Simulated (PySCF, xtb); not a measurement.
Ga(Me)2(PH2) (C2H8GaP), SMILES [CH3][Ga]([PH2])[CH3].

GFN2-xTB (xtb 6.7.1) at its own geometry gives an orbital gap of 3.70 eV and a dipole moment of 1.59 D.

Geometry: B3LYP-D3(BJ)/def2-SVP. The structure was generated by enumeration; whether it is a known compound was not checked. One conformer was computed; it need not be the lowest.

Q: What does PBE/def2-TZVP in PySCF give? (The exact figures need the calculation; the answer reports its results.)

A: gap 4.04 eV (levels -5.76 and -1.72 eV), dipole 1.36 D.
